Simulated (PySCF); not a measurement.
C4H4N2Si.
Structure used (PBE0-D3(BJ)/def2-SVP), in Å, numbered top down from 1:
```xyz
11
C4H4N2Si angstrom
N      5.120    1.272   -0.041
C      4.035    0.857    0.012
C      2.756    0.360    0.078
C      1.621   -0.077    0.136
C      0.304   -0.645    0.231
N     -0.726   -0.015   -0.154
Si    -2.368   -0.646   -0.071
H      0.289   -1.669    0.665
H     -3.164    0.291    0.770
H     -2.402   -2.025    0.518
H     -2.907   -0.668   -1.459
```

Jobs on this species (11 atoms, 56 electrons) with PySCF (density fitting). Hardware of each: one thread of an Arm Neoverse V1, no GPU, shared host. Other jobs ran on the host; a repeat could differ by tens of per cent or more. Peak memory is the resident size of the whole Python process, interpreter and libraries included.

```json
{"level and settings": "delta-SCF UKS PBE, pcX-2 on the ionised atom, pcseg-1 elsewhere, spin-free X2C", "work": "ΔSCF core ionisation, 8 holes", "basis functions": "164", "SCF cycles": "?", "wall time": "?", "peak memory": "?"}
{"level and settings": "delta-SCF UKS B3LYP, pcX-2 on the ionised atom, pcseg-1 elsewhere, spin-free X2C", "work": "ΔSCF core ionisation, 8 holes", "basis functions": "164", "SCF cycles": "149", "wall time": "80 s", "peak memory": "0.66 GiB"}
{"level and settings": "delta-SCF UKS SCAN, pcX-2 on the ionised atom, pcseg-1 elsewhere, spin-free X2C", "work": "ΔSCF core ionisation, 8 holes", "basis functions": "164", "SCF cycles": "187", "wall time": "58 s", "peak memory": "0.63 GiB"}
{"level and settings": "delta-SCF UKS PBE0, pcX-2 on the ionised atom, pcseg-1 elsewhere, spin-free X2C", "work": "ΔSCF core ionisation, 8 holes", "basis functions": "164", "SCF cycles": "148", "wall time": "71 s", "peak memory": "0.65 GiB"}
{"level and settings": "PBE0-D3(BJ)/def2-SVP, grid level 1", "work": "geometry optimisation from a GFN2-xTB start shaken at random", "basis functions": "122", "SCF cycles": "68", "wall time": "50 s", "peak memory": "0.48 GiB"}
{"level and settings": "delta-SCF UKS SCAN, pcX-1 on the ionised atom, pcseg-1 elsewhere, spin-free X2C", "work": "ΔSCF core ionisation, 8 holes", "basis functions": "144", "SCF cycles": "192", "wall time": "45 s", "peak memory": "0.45 GiB"}
{"level and settings": "delta-SCF UKS SCAN, def2-TZVP on the ionised atom, pcseg-1 elsewhere, spin-free X2C", "work": "ΔSCF core ionisation, 8 holes", "basis functions": "141", "SCF cycles": "186", "wall time": "50 s", "peak memory": "0.49 GiB"}
{"level and settings": "delta-SCF UKS SCAN, pcX-2 on the ionised atom, pcseg-1 elsewhere, non-relativistic", "work": "ΔSCF core ionisation, 8 holes", "basis functions": "164", "SCF cycles": "187", "wall time": "52 s", "peak memory": "0.62 GiB"}
```

Problem. Fill in the missing figures.

Solution. 
- delta-SCF UKS PBE, pcX-2 on the ionised atom, pcseg-1 elsewhere, spin-free X2C; ΔSCF core ionisation, 8 holes: 32 s, 0.63 GiB, 164 SCF cycles

Problem. What do all jobs in the table cost together?

Solution. About 7.3 min; the longest takes about 18 % of that, and about 2.5 times as long as the shortest.
